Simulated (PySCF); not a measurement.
C2H5ClMg.

```xyz
9

Mg     0.2411    -0.1645     0.0000
Cl    -0.1567    -2.3510     0.0000
C      0.6236     1.9087     0.0000
C     -0.6099     2.8299     0.0000
H      1.2583     2.1368    -0.8782
H      1.2583     2.1368     0.8782
H     -1.2475     2.6680     0.8861
H     -1.2475     2.6680    -0.8861
H     -0.3317     3.8998     0.0000
```

Coordinates come from a TPSSh-D3(BJ)/def2-SVP optimisation. One conformer was computed; it need not be the lowest.

The numbers are results of PBE0/pcSseg-1 (PySCF), not measurements. Non-relativistic, no solvent.

Task: Give the absolute GIAO shielding of each atom: isotropic value and principal components (ppm). (Estimate from the structure and the level; the computed values follow.)

Result: 
| atom | σ(iso) | σ11 | σ22 | σ33 | span |
|---|---|---|---|---|---|
| Mg1 | 479.6 | 355.9 | 372.0 | 711.1 | 355.2 |
| Cl2 | 1045.3 | 987.5 | 995.1 | 1153.4 | 165.9 |
| C3 | 186.4 | 176.4 | 180.7 | 202.0 | 25.6 |
| C4 | 169.5 | 160.4 | 163.0 | 185.2 | 24.8 |
| H5 | 31.0 | 26.5 | 29.3 | 37.2 | 10.7 |
| H6 | 31.0 | 26.5 | 29.3 | 37.2 | 10.7 |
| H7 | 30.1 | 25.5 | 28.7 | 36.0 | 10.5 |
| H8 | 30.1 | 25.5 | 28.7 | 36.0 | 10.5 |
| H9 | 29.6 | 24.4 | 27.1 | 37.2 | 12.8 |
